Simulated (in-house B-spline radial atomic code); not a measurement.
Radial electron density of the rhodium ion Rh⁵⁺, [Kr] 4d4. Method: Dirac-Kohn-Sham OLYP, spherical fractional occupations, Fermi nucleus of rms radius 4.4945 fm. Calculated with an all-electron radial atomic-structure program (B-spline basis).

Columns: r (bohr), 4πr²n(r) (electrons per bohr), bar.

```
 0.00118    1.438 #
 0.00144    2.046 #
 0.00175    2.876 ##
 0.00213    4.028 ##
 0.00259    5.592 ###
 0.00315    7.696 #####
 0.00383    10.47 ######
 0.00465    14.03 #########
 0.00566    18.58 ###########
 0.00688    24.08 ###############
 0.00837    30.51 ###################
  0.0102    37.65 #######################
  0.0124    44.79 ############################
  0.0151    51.24 ################################
  0.0183    55.82 ##################################
  0.0223    57.86 ####################################
  0.0271    56.88 ###################################
  0.0329    53.71 #################################
  0.0401     50.3 ###############################
  0.0487    49.62 ###############################
  0.0593    53.69 #################################
  0.0721    61.79 ######################################
  0.0876    69.62 ###########################################
   0.107    71.44 ############################################
    0.13    64.57 ########################################
   0.158    53.44 #################################
   0.192    46.85 #############################
   0.233    49.44 ##############################
   0.284    55.76 ##################################
   0.345    54.57 ##################################
   0.419     42.1 ##########################
    0.51    25.73 ################
    0.62    15.97 ##########
   0.754    14.39 #########
   0.918    14.86 #########
    1.12    12.35 ########
    1.36    7.644 #####
    1.65    3.507 ##
    2.01    1.188 #
    2.44   0.3164 
    2.97  0.05978 
    3.61 0.007022 
    4.39 0.0004382
```

On this grid the curve has 4 maxima, near 0.0223, 0.107, 0.284, 0.918 bohr.

The 4d5/2 radial function P(r) = rR(r), positive near the nucleus, with its small component Q(r) (sign convention: Q ≈ (P' + κP/r)/2c):

```tsv
r (bohr)	P	Q
0.0124	0.001414	-7.554e-05
0.0183	0.004144	-0.0002192
0.0271	0.01179	-0.0006137
0.0401	0.0316	-0.00161
0.0593	0.07806	-0.00387
0.0876	0.1715	-0.008252
0.13	0.3222	-0.01503
0.192	0.4726	-0.02168
0.284	0.467	-0.02295
0.419	0.1349	-0.01484
0.62	-0.4663	-0.001075
0.918	-0.9329	0.008742
1.36	-0.8756	0.009245
2.01	-0.4481	0.004468
2.97	-0.118	0.001095
4.39	-0.0106	9.625e-05
```
